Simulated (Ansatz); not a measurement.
`C[SiH2][NH][GeH3]` + H₂O → `[OH][GeH3]` + `C[SiH2]N` at 600 K and 1 bar (formal hydrolysis of a Ge–N bond).

Isolated molecules relaxed with PBE0-D4/def2-TZVP in Ansatz; ΔE leaves out vibrations. CBS: MP2 limit from def2 TZ/QZ plus the TZ coupled-cluster correction, frozen cores. This one scheme is used for every species. For Ge outer-core shells are correlated without core-valence functions, which leaves a few kJ/mol of doubt a bond. Scalar relativity is left out up to krypton. One conformer a species, not always the lowest.

| species | CCSD(T)/CBS energy (Eh) | H − E (kJ/mol) | S (J/(mol·K)) |
| --- | --- | --- | --- |
| `C[SiH2][NH][GeH3]` | -2463.39859 | 317.5 | 491.8 |
| H₂O | -76.37941 | 76.8 | 212.8 |
| `[OH][GeH3]` | -2153.69723 | 132.5 | 324.6 |
| `C[SiH2]N` | -386.08232 | 261.1 | 384.5 |

H − E and S are ideal-gas, rigid-rotor, harmonic terms from PBE0-D4/def2-TZVP, for one conformer and one mirror image of each species. 1 Eh = 2625.50 kJ/mol, R = 8.31446 J/(mol·K).

Task: By hand: ΔE, ΔH, ΔS and ΔG.

Result: ΔE = (-2153.69723) + (-386.08232) − (-2463.39859) − (-76.37941) = -0.00155 Eh = -4.1 kJ/mol. Δ(H − E) = 132.5 + 261.1 − 317.5 − 76.8 = -0.7, so ΔH = -4.8 kJ/mol. ΔS = 324.6 + 384.5 − 491.8 − 212.8 = 4.5 J/(mol·K). ΔG = -4.8 − 600 × (4.5)/1000 = -7.5 kJ/mol.

Task: By hand: the equilibrium constant, and the temperature at which ΔG would vanish if ΔH and ΔS stayed fixed.

Result: log₁₀ K = −ΔG/(RT ln 10) = 0.7. ΔH and −TΔS have one sign here, so there is no such temperature. One of them is within its doubt of zero, so this could turn.

TΔS isn't small against ΔH here. A doubt of 5 kJ/mol in ΔE shifts log₁₀ K by 0.4 here. Other conformers and mirror images would add mixing entropy, several J/(mol·K) or more a flexible species. Modes under 60 cm⁻¹, often nearly free rotors, make the harmonic entropy too high. These are equilibria of isolated gas molecules and say nothing of rates. Largest T1 diagnostic: 0.011 (customary marks: 0.02 for closed shells, 0.045 for open ones).
